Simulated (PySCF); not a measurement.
Ti(OH)2(H)2 (H4O2Ti), SMILES [OH][TiH2][OH], multiplicity 1. Atoms are numbered in the order given.

```xyz
7

Ti     0.0000     0.0000     0.3689
O     -1.5342     0.0000    -0.5175
H     -2.1167     0.0000    -1.2773
O      1.5342     0.0000    -0.5175
H      2.1167     0.0000    -1.2773
H      0.0000     1.3812     1.3600
H      0.0000    -1.3812     1.3600
```

The structure is a stationary point at B3LYP-D3(BJ)/def2-TZVP. The multiplicity is an assumed one; other spin states were not compared. One conformer was computed; it need not be the lowest.

Computed with PySCF with PBE/pcSseg-1.

GIAO shieldings, no solvent; atoms alike by connectivity are averaged. δ = σ(ref) − σ: ¹⁷O against H2O (σ = 334.3 ppm); ¹H against TMS (σ = 31.49 ppm), references at their B3LYP-D3(BJ)/def2-TZVP geometries, non-relativistic.

```tsv
nucleus	atoms	count	δ (ppm)
¹⁷O	O2, O4	2	337.9
¹H	H6, H7	2	6.26
¹H	H3, H5	2	6.01
```
